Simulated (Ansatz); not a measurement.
SeS3⁻ (the lowest doublet isomer of a short search). Charge -1, multiplicity 2. Geometry r2SCAN-D4/def2-SVPD, basis def2-TZVPD, Ansatz.

```xyz
4

S    -2.478   -0.314   -0.989
S     0.838    0.801   -0.172
S     2.425    0.327    0.959
Se   -0.785   -0.814    0.202
```

```
run  HOMO (eV)  LUMO (eV)
  A      -0.15       0.29
  B      -0.30       0.18
  C      -0.38      -0.02
  D      -3.14       3.60
  E      -0.54       0.17
```

The structure comes from a short search, and lower isomers may exist.

HOMO and LUMO are taken over both spins.

Q: The runs used BLYP, HF, LDA (SPW92), PBE, r2SCAN. Estimate which is which.

A: A BLYP (0 % exact exchange); B PBE (0 % exact exchange); C LDA (SPW92) (0 % exact exchange); D HF (100 % exact exchange); E r2SCAN (0 % exact exchange). Exact exchange lowers occupied and raises empty levels; among semilocal functionals meta-GGAs tend to open the gap a little, and such runs are hard to tell apart. The gap grows from 0.36 eV (LDA (SPW92)) to 6.73 eV (HF).
